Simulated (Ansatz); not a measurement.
One change: `[AlH2][O]C[SiH2][SiH3]` becomes `OC[SiH2][SiH3]`.

Ansatz, PBE0-D4/def2-TZVP geometries, multiplicity 1. Each molecule was computed in one conformer, which needn't be the lowest.

```
                                        property  `[AlH2][O]C[SiH2][SiH3]`
            HOMO–LUMO gap (PBE0/def2-TZVPP) / eV                      6.42
size of the dipole moment (B3LYP/def2-TZVPP) / D                      0.81
              HOMO energy (PBE0/def2-TZVPP) / eV                     -7.52
           HOMO energy (ωB97M-V/def2-TZVPP) / eV                     -9.72
               LUMO energy (PBE/def2-TZVPP) / eV                     -1.87
               HOMO energy (PBE/def2-TZVPP) / eV                     -6.28
```

What does the change do to each property? (Best estimate.)

Ansatz gave: 
```tsv
property	`OC[SiH2][SiH3]`	shift
HOMO–LUMO gap (PBE0/def2-TZVPP) / eV	7.46	1.04
size of the dipole moment (B3LYP/def2-TZVPP) / D	1.13	0.32
HOMO energy (PBE0/def2-TZVPP) / eV	-7.48	0.04
HOMO energy (ωB97M-V/def2-TZVPP) / eV	-9.72	0.00
LUMO energy (PBE/def2-TZVPP) / eV	-0.84	1.03
HOMO energy (PBE/def2-TZVPP) / eV	-6.04	0.24
```

Dipoles are sizes alone; their direction can turn.

B3LYP here is the variant with VWN-RPA as its local correlation; programs differ in this.
